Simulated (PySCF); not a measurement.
Molecule: B(OH)(OMe)(OSiH3), SMILES COB(O)O[SiH3]. Atoms near the plane z = 0.0 Å, at the PBE0/def2-SVP optimised geometry (x, y, z in Å): B1 (-0.6, 0.8, 0.0), O2 (-1.3, 2.0, 0.0), H3 (-2.2, 1.8, 0.0), O4 (0.8, 0.8, 0.0), C5 (1.5, 2.0, 0.0), H6 (0.9, 2.9, 0.0), H7 (2.2, 2.0, 0.9), H8 (2.2, 2.0, -0.9), O9 (-1.2, -0.4, 0.0), Si10 (-0.5, -1.9, 0.0), H12 (-1.7, -2.9, 0.0).

Computed with PBE0/def2-TZVP run with PySCF. Cells within 0.4 Å of a nucleus heavier than hydrogen are left out (blank, or x). The values are rescaled to run from 0 to 1.

```
|33333322222222233333333333333|
|33333322222222233333333333333|
|33333332222222233333333333333|
|33333332211112344443333333333|
|33333333210011369964433333333|
|33334443210001499997544333333|
|33444555445311499999964333333|
|33445689999994499999995333333|
|3344689999xx996899xx995333333|
|3445699999xx999999xx995333333|
|33446899999999999999984333333|
|334456899999xx99xx99953333333|
|333444556999xx99xx97433223333|
|33333333399999999992222222233|
|33333221399999999510112222222|
|3332221049xx99963100112222222|
|3322221039xx99995211122222222|
|32222211399999998422222222222|
|22222222499999999532222222222|
|222222235999xx999532222222222|
|222222236999xx999532222222222|
|22222224999999999532222222222|
|22222235999999997432222222222|
|22222235999999985433222222222|
|22222233587566654333222222222|
|22222223333344443333322222222|
|22222222233333333333322222222|
|22222222223333333333332222222|
|22222222222333333333332222222|
```
Scale: ten equal steps from 0.000 (start of '0') to 1.00 (end of '9'), in the order '0123456789'; x runs from -5.00 to 5.00, y from -5.00 (bottom) to 5.00 (top).

Q: Which quantity is mapped?
A) an orbital amplitude
B) electron localisation function
C) log10 of the electron density
D) electrostatic potential

A: D, electrostatic potential. In full: electrostatic potential (hartree/e), clipped to [-0.08, 0.12].
